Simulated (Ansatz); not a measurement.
Coupled-cluster diagnostics for P7⁺, Ansatz.

Geometry of the singlet (PBE-D4/def2-SVP):

```xyz
7

P    -0.261   -1.044    2.320
P     1.446   -0.830    0.969
P    -1.565    0.889   -0.816
P    -0.510   -1.049   -1.003
P     0.770    0.764    2.307
P     0.639    0.981   -1.012
P    -0.519    0.289   -2.766
```

Correlated methods freeze 35 core orbitals. Another isomer (singlet) lies 0.79 eV lower at PBE0-D4/def2-TZVP; other spin states weren't run for this one.

Question: Estimate the CCSD(T) correlation energy, the shares of MP2 and (T), T1 and the reference's ⟨S²⟩ for: charge 1, singlet, own geometry in def2-SVP; and the rough time on 4 threads of Arm Neoverse V2 on a shared host.

Answer: 
| state | basis | correlation (eV) | MP2 share (%) | (T) share (%) | T1 | ⟨S²⟩ (pure) | wall time | remarks |
| --- | --- | --- | --- | --- | --- | --- | --- | --- |
| charge 1, singlet, own geometry | def2-SVP | -24.571 | 89.9 | 6.4 | 0.019 | 0.00 (0.00) | 6.5 s | restricted SCF unstable |
Customary marks for T1 are 0.02 (closed shells), 0.045 (open shells) and about 0.05 (3d metals). T1 stays under 0.02 throughout.
